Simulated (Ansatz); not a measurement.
Relaxation of H4MgO2Si (8 atoms, charge 0, multiplicity 1), to a largest force component of 0.015 eV/Å in at most 40 steps.

Method: RKS PBE0-D4/def2-SVP (Ansatz).

```xyz
8
Properties=species:S:1:pos:R:3:forces:R:3
O 0.375 2.792 -1.385 -2.69 -1.84 0.52
Mg 0.826 1.142 -0.456 0.46 0.25 -0.07
O 1.298 -0.546 0.473 0.00 2.17 -1.09
Si -0.081 -1.374 0.671 -0.42 -0.06 0.48
H -0.652 2.762 -1.537 2.95 0.35 0.30
H -1.082 -0.549 1.467 0.01 -0.13 -0.11
H -0.715 -1.640 -0.645 -0.31 -0.10 -0.37
H 0.123 -2.645 1.356 0.00 -0.64 0.34
```

Question: Where does it end, and by what steps?

Answer: The run converged. The force dipped under the threshold on the way, but the program's further checks kept it going. After 19 steps the energy has fallen by 0.974 eV; H5 moved furthest, 1.72 Å. Parted: Mg2–Si4.

| step | energy less start (eV) | largest force component (eV/Å) | accepted |
| --- | --- | --- | --- |
| 0 | 0.0000 | 2.950 | yes |
| 1 | -0.4331 | 1.294 | yes |
| 2 | -0.6288 | 0.647 | yes |
| 3 | -0.7116 | 0.437 | yes |
| 4 | -0.7858 | 0.328 | yes |
| 5 | -0.8541 | 0.198 | yes |
| 6 | -0.9020 | 0.190 | yes |
| 7 | -0.9248 | 0.578 | yes |
| 8 | -0.9573 | 0.086 | yes |
| 9 | -0.9698 | 0.090 | yes |
| 10 | -0.9730 | 0.015 | yes |
| 11 | -0.9729 | 0.058 | no |
| 12 | -0.9731 | 0.010 | yes |
| 13 | -0.9709 | 0.568 | no |
| 14 | -0.9735 | 0.075 | yes |
| 15 | -0.9739 | 0.112 | yes |
| 16 | -0.9739 | 0.049 | yes |
| 17 | -0.9740 | 0.001 | yes |
| 18 | -0.9741 | 0.028 | yes |
| 19 | -0.9741 | 0.003 | yes |

```xyz
8
Properties=species:S:1:pos:R:3
O 0.522 2.968 -1.446
Mg 0.254 1.406 -0.691
O -0.021 -0.192 0.082
Si -0.270 -1.647 0.786
H 0.670 3.814 -1.853
H -1.217 -1.540 1.945
H -0.856 -2.632 -0.182
H 1.010 -2.234 1.303
```

Run time: 72 s on 1 thread of Intel(R) Xeon(R) Platinum 8375C CPU @ 2.90GHz (Ice Lake), on a shared host, peak memory 0.17 GiB.
